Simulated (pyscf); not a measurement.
H₃C–Zn–SeH, singlet

Gas-phase minimum from PySCF at ωB97X-D3(BJ)/def2-SVP, one conformer. 

```
Zn
C 1 1.9407
H 2 1.1023 1 111.33
H 2 1.1023 3 107.79 1 -122.30
H 2 1.1025 3 107.66 4 -115.82
Se 1 2.2906 5 155.97 2 179.89
H 6 1.4686 1 91.12 5 169.66
```
Charge 0, spin multiplicity 1.

Properties at ωB97X-D3(BJ)/def2-SVP:

```yaml
harmonic_wavenumbers_unscaled: 9, 105, 110, 282, 553, 585, 685, 685, 1223, 1442, 1442, 2483, 3064, 3164, 3166 cm⁻¹
zero_point_energy: 27.2 kcal/mol
rotational_symmetry_number: 1
Entropy of this conformer at 298 K and 1 atm, rigid rotor and harmonic oscillator, modes under 100 cm⁻¹ raised to 100: 331.8 J/(mol K)
dipole_moment: 1.78 D
```

Single-point totals, which compare only within one level:

```
level                   total energy (hartree)
----------------------  ----------------------
ωB97X-D3(BJ)/def2-TZVP             -4221.43331
PBE/def2-TZVP                      -4220.82484
r²SCAN/def2-TZVP                   -4221.46149
B3LYP-D3(BJ)/def2-TZVP             -4221.61313
PBE0-D3(BJ)/def2-TZVP              -4220.93257
M06-2X/def2-TZVP                   -4221.48596
ωB97M-D3(BJ)/def2-TZVP             -4221.56129
```

The lowest mode is so soft that the shape along it may change with the basis. Soft torsions are taken as harmonic, which can shift the entropy by several J/(mol K). Elements up to Kr have no core potential and no relativistic terms here.
